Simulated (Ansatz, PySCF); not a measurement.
The pair A = SiH4 (SMILES [SiH4]) (first 5 atoms), B = CH2O (SMILES C=O); geometry from B3LYP-D3(BJ)/def2-TZVP.
(charge 0, multiplicity 1):
```xyz
9

Si     0.0259     0.2418     0.1765
H      1.2988    -0.0185     0.8878
H      0.3553     0.7076    -1.1936
H     -0.7286     1.3084     0.8687
H     -0.7765    -0.9945     0.0827
C      0.4481    -0.3643     3.8411
O     -0.4794    -0.6745     3.1458
H      0.4425    -0.5401     4.9332
H      1.3554     0.1127     3.4252
```

Correlated levels freeze the cores. MP2 and its Hartree–Fock in aug-cc-pV(Q+d)Z are density fitted. Rows in 6-31G* carry no dispersion term and start afresh at each structure (6-31G* with six Cartesian d functions).

Programs: Ansatz (a first-principles code); PySCF for 6-31G* rows. Values without a source in brackets are computed.

Total energies (hartree), monomers frozen at their geometry in the pair:

```json
[
 {"structure": "AB", "HF/6-31G*": "-405.0921530", "HF/aug-cc-pV(D+d)Z": "-405.1362644", "MP2/aug-cc-pV(Q+d)Z": "-405.7732631"},
 {"structure": "A in the pair's basis", "HF/6-31G*": "-291.2250852", "HF/aug-cc-pV(D+d)Z": "-291.2504439", "MP2/aug-cc-pV(Q+d)Z": "-291.4214896"},
 {"structure": "B in the pair's basis", "HF/6-31G*": "-113.8671485", "HF/aug-cc-pV(D+d)Z": "-113.8857764", "MP2/aug-cc-pV(Q+d)Z": "-114.3484609"},
 {"structure": "A", "HF/6-31G*": "-291.2249498", "HF/aug-cc-pV(D+d)Z": "-291.2501820", "MP2/aug-cc-pV(Q+d)Z": "-291.4214034"},
 {"structure": "B", "HF/6-31G*": "-113.8655389", "HF/aug-cc-pV(D+d)Z": "-113.8855275", "MP2/aug-cc-pV(Q+d)Z": "-114.3483106"}
]
```

### Question
Work out the interaction energy without and with the counterpoise correction, and the superposition error, for each level.

### Answer

E(AB) − E(A) − E(B), times 627.509 kcal/mol, with the monomers in their own basis and then in the pair's basis:
- HF/6-31G*: -1.04 uncorrected, 0.05 corrected; the monomers gain 1.10 kcal/mol from borrowed functions
- HF/aug-cc-pV(D+d)Z: -0.35 uncorrected, -0.03 corrected; the monomers gain 0.32 kcal/mol from borrowed functions
- MP2/aug-cc-pV(Q+d)Z: -2.23 uncorrected, -2.08 corrected; the monomers gain 0.15 kcal/mol from borrowed functions
